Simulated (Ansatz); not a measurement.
Basis-set extrapolation for F2H2S2Si (`F[Si](F)(S)S`) (PBE0-D4/def2-TZVP geometry, frozen core, the Gaussian-basis code of Ansatz). Multiplicity 1, RHF reference.

```tsv
	def2-TZVPP	def2-QZVPP
HF	-1284.377217	-1284.418791
MP2 correlation	-0.963677	-1.054686
CCSD(T) correlation	-1.038127	not run
```

Energies in hartree. Use E(X) = E(∞) + A·exp(−7.88·√X) for Hartree–Fock and E(X) = E(∞) + B·X^(−2.97) for correlation, with X = 3 and 4, and add CCSD(T) minus MP2 of the smaller set to the MP2 limit.

Question: What is the CCSD(T) energy at the basis-set limit?

Answer: HF limit: -1284.418791 + (-0.041574) × 0.13774 = -1284.42452. MP2 limit: -1.054686 + (-0.091009) × 0.74074 = -1.12210. Higher-order term: -1.038127 − (-0.963677) = -0.07445. Total: -1285.62107 hartree, 5.60 eV below CCSD(T)/def2-TZVPP.
